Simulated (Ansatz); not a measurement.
`S[SiH2]BCl` + `CCO[SiH3]` → `[SiH3]OBCl` + `CC[SiH2]S`  (redistribution)

Gas-phase electronic energies from Ansatz, PBE0-D4/def2-TZVP geometries. CBS: MP2 limit from def2 TZ/QZ plus the TZ coupled-cluster correction, frozen cores. This one scheme is used for every species. One conformer a species, not always the lowest.

`S[SiH2]BCl`:

Cartesian coordinates in Å:
```
S -1.295 0.755 1.451
Si -0.030 0.840 -0.288
B 0.978 -0.893 -0.184
Cl 0.250 -2.335 -0.840
H -1.909 -0.380 1.073
H 0.814 2.042 -0.067
H -0.821 1.007 -1.536
H 2.012 -1.035 0.392
```

`CCO[SiH3]`:

```xyz
12

C     0.307    1.420    1.263
C     0.387    0.579    0.014
O    -0.455   -0.550    0.155
Si   -0.610   -1.683   -1.023
H     0.626    0.844    2.133
H     0.951    2.298    1.172
H    -0.718    1.758    1.432
H     1.421    0.254   -0.160
H     0.078    1.168   -0.861
H     0.703   -2.319   -1.327
H    -1.125   -1.075   -2.283
H    -1.564   -2.695   -0.515
```

`[SiH3]OBCl`:

Cartesian coordinates in Å:
```
Si 0.636 -1.015 0.168
O -0.702 -0.042 0.380
B -1.010 1.182 -0.057
Cl 0.120 2.086 -1.077
H 1.836 -0.342 0.717
H 0.350 -2.258 0.918
H 0.817 -1.308 -1.273
H -2.046 1.697 0.223
```

`CC[SiH2]S`:

Cartesian coordinates in Å:
```
C -1.558 -0.307 0.693
C -0.368 -0.568 -0.227
Si 1.074 0.576 0.112
S 2.767 0.184 -1.142
H -1.292 -0.455 1.742
H -1.927 0.717 0.591
H -2.390 -0.979 0.468
H -0.013 -1.598 -0.126
H -0.659 -0.448 -1.277
H 0.633 1.990 -0.040
H 1.596 0.380 1.490
H 2.136 0.507 -2.284
```

| species | SCS-MP2/def2-TZVPP energy (Eh) |
| --- | --- |
| `S[SiH2]BCl` | -1173.66262 |
| `CCO[SiH3]` | -445.02406 |
| `[SiH3]OBCl` | -851.15832 |
| `CC[SiH2]S` | -767.62129 |

Question: Work out ΔE.

Answer: ΔE = (-851.15832) + (-767.62129) − (-1173.66262) − (-445.02406) = -0.09293 Eh = -58.3 kcal/mol. CCSD(T)/CBS gives -57.3 kcal/mol.

Question: What do rigid-rotor, harmonic-oscillator terms from PBE0-D4/def2-TZVP frequencies (298.15 K, 1 bar) make of the CCSD(T)/CBS value? (An estimate is asked.)

Answer: Ansatz gave: ΔZPE = +0.2 kcal/mol, ΔH = -57.2 kcal/mol, ΔS = -11 J/(mol·K), ΔG = -56.4 kcal/mol. Modes under 50 cm⁻¹ make the entropy rough.

Largest T1 diagnostic among the species: 0.013.

Leaving LDA and LC-ωPBE aside and taking each functional with its dispersion term where it has one, the values, not all of them listed here, spread over 5.1 kcal/mol, from ωB97M-V to revPBE-D4. LDA lies −1.9 kcal/mol from PBE without D4. From BLYP to BHLYP (50 % exact exchange), in def2-TZVPP and without D4, ΔE moves by −3.2 kcal/mol.
